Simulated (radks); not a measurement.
Problem. Calculated with a radial shooting solver on a logarithmic mesh with Libxc functionals: scalar-relativistic Kohn-Sham, LDA (Slater exchange, Perdew-Wang correlation), spin-polarised, spherical densities, finite nucleus; open shells are filled with parallel spins first (spin-orbit coupling, left out, can overturn this in heavy ions); Fermi nuclear charge, rms radius of each element as measured or else 0.836 A^(1/3) + 0.57 fm. Response by self-consistent Sternheimer equations with the Hartree and adiabatic LDA kernel, the relativistic mass of each level held fixed and spin-orbit coupling left out. For heavy and open-shell atoms this level of theory can miss by tens of per cent. Estimate the static dipole polarisabilities of Zr ([Kr] 4d2 5s2) and In ([Kr] 4d10 5s2 5p1) and the C6 coefficients of the three pairs.

Solution. alpha = 111.4 and 73.22 bohr^3; C6 = 1512 (Zr-Zr), 1048 (Zr-In), 733.2 (In-In) hartree bohr^6.
